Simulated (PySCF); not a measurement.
Two-component Hartree-Fock for Zn³⁺ (zinc, charge +3)

Start: [Ar] 3d8 4p1; 3d3/2 filled at m_j = -1/2, +1/2, +3/2; 3d5/2 filled at m_j = -3/2, -1/2, +1/2, +3/2, +5/2; 4p3/2 filled at m_j = +3/2. Calculated with PySCF 2.14 in x2c-SVPall-2c with one added diffuse shell each of s, d type (6s5p4d1f, 48 functions): generalised Hartree-Fock with the X2C-1e Hamiltonian and a Gaussian nucleus; one run each with spin-orbit coupling (SO) switched off, then screened by Boettger's factors. This is a chosen level, not necessarily the ground level.

| spinor shell | electrons | ε, spin-free (eV) | ε, screened SO (eV) | weight of nominal j (screened SO) | rms radius, screened SO (bohr) |
| --- | --- | --- | --- | --- | --- |
| 1s1/2 | 2 | -9787.4 | -9787.3 | 1.000 | 0.0581 |
| 2s1/2 | 2 | -1294.1 | -1294.0 | 1.000 | 0.244 |
| 2p1/2 | 2 | -1126.0 | -1142.9 | 0.999 | 0.217 |
| 2p3/2 | 4 | -1126.0 | -1117.7 | 0.999 | 0.220 |
| 3s1/2 | 2 | -213.56 | -213.54 | 1.000 | 0.727 |
| 3p1/2 | 2 | -160.49 | -165.28 | 0.844 | 0.765 |
| 3p3/2 | 4 | -160.49 | -158.11 | 0.922 | 0.770 |
| 3d5/2 | 5 | -77.393 | -77.830 | 0.616 | 0.854 |
| 3d3/2 | 3 | -77.393 | -76.698 | 0.636 | 0.856 |
| 4p3/2 | 1 | -31.976 | -31.931 | 1.000 | 2.83 |

| quantity | spin-free | screened SO |
| --- | --- | --- |
| E (hartree) | -1790.72017 | -1790.76680 |
| M_J | 11/2 | 11/2 |
| ⟨J²⟩ | 35.753 | 35.753 |
| ⟨L²⟩ | 20.002 | 20.017 |
| ⟨S²⟩ | 3.750 | 3.748 |

Each row is a mean over spinors that exchange with the open shell spreads, by up to 12.889 eV (3p3/2).

Rows whose weight is well below 1 are mixtures of j = l ± 1/2: exchange outweighs spin-orbit coupling there, and the label is only the starting occupation.

Without spin-orbit coupling the j labels of p, d and f shells carry no meaning; the spin-free column gives the mean over the occupied spinors of each nl shell.
